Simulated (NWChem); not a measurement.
System: C3H3, doublet; SMILES CC#[C]

The following NWChem deck was run.

```
start job
memory heap 200 mb stack 900 mb global 1100 mb
geometry units angstroms
  C      1.415579    -0.006660     0.032105
  C      0.221300    -0.001082     0.005022
  C     -1.235480     0.005841    -0.028022
  H     -1.581302    -0.718750    -0.763321
  H     -1.618133    -0.259165     0.956167
  H     -1.583667     1.000486    -0.301332
end
basis spherical
  * library def2-svp
end
dft
  odft
  mult 2
  xc pbe0
  iterations 150
end
driver
  maxiter 120
end
task dft optimize
task dft freq
```

Output (shortened):

```
             Northwest Computational Chemistry Package (NWChem) 7.3.0
             --------------------------------------------------------

 C3  symmetry detected

                             Geometry "geometry" -> ""
                             -------------------------

 Output coordinates in angstroms (scale by  1.889725989 to convert to a.u.)

  No.       Tag          Charge          X              Y              Z
 ---- ---------------- ---------- -------------- -------------- --------------
    1 C                    6.0000     0.00000000     0.00000000     1.52907034
    2 C                    6.0000    -0.00000000     0.00000000     0.33447128
    3 C                    6.0000     0.00000000     0.00000000    -1.12269989
    4 H                    1.0000     0.77671498    -0.67314045    -1.48168346
    5 H                    1.0000    -0.97131422    -0.33608468    -1.48168346
    6 H                    1.0000     0.19459924     1.00922513    -1.48168346

 Effective nuclear repulsion energy (a.u.)      53.4040442226

      Symmetry information
      --------------------

 Group name             C3
 Group number              5
 Group order               3
 No. of unique centers     4

                                Z-matrix (autoz)
                                --------

 Units are Angstrom for bonds and degrees for angles

      Type          Name      I     J     K     L     M      Value
      ----------- --------  ----- ----- ----- ----- ----- ----------
    1 Stretch                  1     2                       1.19460
    2 Stretch                  2     3                       1.45717
    3 Stretch                  3     4                       1.08870
    4 Stretch                  3     5                       1.08870
    5 Stretch                  3     6                       1.08870
    6 Bend                     1     3     4               109.25270
    7 Bend                     1     3     5               109.25270
    8 Bend                     1     3     6               109.25270
    9 Bend                     2     3     4               109.25270
   10 Bend                     2     3     5               109.25270
   11 Bend                     2     3     6               109.25270
   12 Bend                     4     3     5               109.68885
   13 Bend                     4     3     6               109.68885
   14 Bend                     5     3     6               109.68885
   15 Torsion                  1     2     4     3         180.00000
   16 Torsion                  1     2     5     3         180.00000
   17 Torsion                  1     2     6     3        -180.00000

                           NWChem Geometry Optimization
                           ----------------------------

 maximum gradient threshold         (gmax) =   0.000450
 rms gradient threshold             (grms) =   0.000300
 maximum cartesian step threshold   (xmax) =   0.001800
 rms cartesian step threshold       (xrms) =   0.001200
 fixed trust radius                (trust) =   0.300000
 source of zmatrix                         =   autoz

          -------------------
          Energy Minimization
          -------------------

 Using diagonal initial Hessian
 Scaling for Hessian diagonals: bonds = 1.00  angles = 0.25  torsions = 0.10

          --------
          Step   0

                                 NWChem DFT Module
                                 -----------------

 Summary of "ao basis" -> "ao basis" (spherical)
 ------------------------------------------------------------------------------
       Tag                 Description            Shells   Functions and Types
 ---------------- ------------------------------  ------  ---------------------
 C                          def2-svp                 6       14   3s2p1d
 H                          def2-svp                 3        5   2s1p

      Symmetry analysis of basis
      --------------------------

        a          23
        e+         17
        e-         17

  Rotation of axis

[...]

      ----------------------
      Optimization converged
      ----------------------

  Step       Energy      Delta E   Gmax     Grms     Xrms     Xmax
  ---- ---------------- -------- -------- -------- -------- --------
@    4    -115.70115674 -1.6D-07  0.00001  0.00000  0.00006  0.00012
                                     ok       ok       ok       ok

                                Z-matrix (autoz)
                                --------

 Units are Angstrom for bonds and degrees for angles

      Type          Name      I     J     K     L     M      Value     Gradient
      ----------- --------  ----- ----- ----- ----- ----- ---------- ----------
    1 Stretch                  1     2                       1.21429    0.00001
    2 Stretch                  2     3                       1.45550    0.00000
    3 Stretch                  3     4                       1.10074   -0.00001
    4 Stretch                  3     5                       1.10074   -0.00001
    5 Stretch                  3     6                       1.10074   -0.00001
    6 Bend                     1     3     4               110.84484    0.00000
    7 Bend                     1     3     5               110.84484    0.00000
    8 Bend                     1     3     6               110.84484    0.00000
    9 Bend                     2     3     4               110.84484    0.00000
   10 Bend                     2     3     5               110.84484    0.00000
   11 Bend                     2     3     6               110.84484    0.00000
   12 Bend                     4     3     5               108.06336   -0.00000
   13 Bend                     4     3     6               108.06336   -0.00000
   14 Bend                     5     3     6               108.06336   -0.00000
   15 Torsion                  1     2     4     3        -180.00000    0.00000
   16 Torsion                  1     2     5     3        -180.00000    0.00000
   17 Torsion                  1     2     6     3         180.00000   -0.00000

                         Geometry "geometry" -> "geometry"
                         ---------------------------------

 Output coordinates in angstroms (scale by  1.889725989 to convert to a.u.)

  No.       Tag          Charge          X              Y              Z
 ---- ---------------- ---------- -------------- -------------- --------------
    1 C                    6.0000     0.00000000     0.00000000     1.56071742
    2 C                    6.0000    -0.00000000     0.00000000     0.34642576
    3 C                    6.0000     0.00000000    -0.00000000    -1.10907292
    4 H                    1.0000     0.77738102    -0.67371767    -1.50075964
    5 H                    1.0000    -0.97214713    -0.33637288    -1.50075964
    6 H                    1.0000     0.19476611     1.01009055    -1.50075964

 Effective nuclear repulsion energy (a.u.)      52.9113461250

      Symmetry information
      --------------------

[...]

 Rotational Constants
 --------------------
 A=   5.268889 cm-1  (  7.580587 K)
 B=   0.316938 cm-1  (  0.455994 K)
 C=   0.316938 cm-1  (  0.455994 K)

 Temperature                      =   298.15K
 frequency scaling parameter      =   1.0000

 Zero-Point correction to Energy  =   27.706 kcal/mol  (  0.044152 au)
 Thermal correction to Energy     =   30.167 kcal/mol  (  0.048075 au)
 Thermal correction to Enthalpy   =   30.759 kcal/mol  (  0.049018 au)

 Total Entropy                    =   59.069 cal/mol-K
   - Translational                =   36.897 cal/mol-K (mol. weight =  39.0235)
   - Rotational                   =   18.458 cal/mol-K (symmetry #  =        3)
   - Vibrational                  =    3.714 cal/mol-K

 Cv (constant volume heat capacity) =   10.932 cal/mol-K
   - Translational                  =    2.979 cal/mol-K
   - Rotational                     =    2.979 cal/mol-K
   - Vibrational                    =    4.973 cal/mol-K

[normal modes left out]

 ----------------------------------------------------------------------------
 Normal Eigenvalue ||           Projected Infra Red Intensities
  Mode   [cm**-1]  || [atomic units] [(debye/angs)**2] [(KM/mol)] [arbitrary]
 ------ ---------- || -------------- ----------------- ---------- -----------
    1       -0.000 ||    0.000813           0.019         0.792       1.243
    2        0.000 ||    0.000860           0.020         0.838       1.314
    3        0.000 ||    0.000848           0.020         0.827       1.296
    4        0.000 ||    0.000002           0.000         0.002       0.003
    5        0.000 ||    0.000293           0.007         0.286       0.448
    6        0.000 ||    0.001095           0.025         1.067       1.673
    7      256.437 ||    0.002722           0.063         2.654       4.161
    8      256.438 ||    0.002722           0.063         2.654       4.161
    9      976.455 ||    0.001558           0.036         1.519       2.381
   10      994.651 ||    0.032774           0.756        31.950      50.097
   11      994.657 ||    0.032774           0.756        31.950      50.097
   12     1382.820 ||    0.000001           0.000         0.001       0.001
   13     1440.053 ||    0.003767           0.087         3.672       5.758
   14     1440.055 ||    0.003767           0.087         3.672       5.758
   15     2278.600 ||    0.022231           0.513        21.671      33.980
   16     3058.823 ||    0.010565           0.244        10.300      16.150
   17     3155.464 ||    0.000484           0.011         0.472       0.740
   18     3155.465 ||    0.000484           0.011         0.472       0.740
 ----------------------------------------------------------------------------
```

Level: PBE0/def2-SVP, spin-unrestricted. In the optimisation the excess spin sits in a (C3, its own frame).
